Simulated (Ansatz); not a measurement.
Pt2, closed-shell singlet (lowest of 2S+1 = 1, 3, 5 at CCSD(T)/def2-TZVPP on PBE0 minima; our sources give no spin for the ground state, which may be another), most abundant isotopes (194.9648 and 194.9648 u). Constants from fifth-degree fits in 1/R to seven points on the lowest solution found; no spin–orbit coupling, no relativity up to Kr; ω_e x_e and α_e move by some per cent with the fit.

Correlated levels freeze the inner cores; with def2 sets outer-core shells near the valence are correlated too.

Programs: Ansatz (Gaussian basis) for Hartree–Fock, density functionals and correlated methods.  In def2 rows elements past Kr take small-core potentials, without spin–orbit coupling.

| level | r_e (Å) | ω_e (cm⁻¹) | ω_e x_e (cm⁻¹) | α_e (cm⁻¹) |
|---|---|---|---|---|
| PBE/def2-TZVPP | 2.3357 | 236.5 | 0.445 | 7.22e-5 |
| CCSD(T)/def2-TZVPP | 2.3469 | 229.7 | 0.507 | 7.74e-5 |

Question: Derive the rotational constants, the centrifugal constant, the fundamental, the zero-point energy and the force constant.

Answer: 
μ = 97.48240 u.
- PBE/def2-TZVPP: B_e = 16.8576/(μ r_e²) = 0.031699 cm⁻¹; B₀ = B_e − α_e/2 = 0.031663 cm⁻¹; D = 4B_e³/ω_e² = 2.28e-09 cm⁻¹; fundamental ω_e − 2ω_e x_e = 236 cm⁻¹; zero-point energy ω_e/2 − ω_e x_e/4 = 118 cm⁻¹; k = μ(2πcω_e)² = 321 N/m
- CCSD(T)/def2-TZVPP: B_e = 16.8576/(μ r_e²) = 0.031398 cm⁻¹; B₀ = B_e − α_e/2 = 0.031359 cm⁻¹; D = 4B_e³/ω_e² = 2.35e-09 cm⁻¹; fundamental ω_e − 2ω_e x_e = 229 cm⁻¹; zero-point energy ω_e/2 − ω_e x_e/4 = 115 cm⁻¹; k = μ(2πcω_e)² = 303 N/m

Doubts at one or more of the structures used: a restricted determinant that unrestricted orbitals would lower (CCSD(T)/def2-TZVPP); other coupled-cluster roots lie near (CCSD(T)/def2-TZVPP).

Ansatz is a first-principles code.
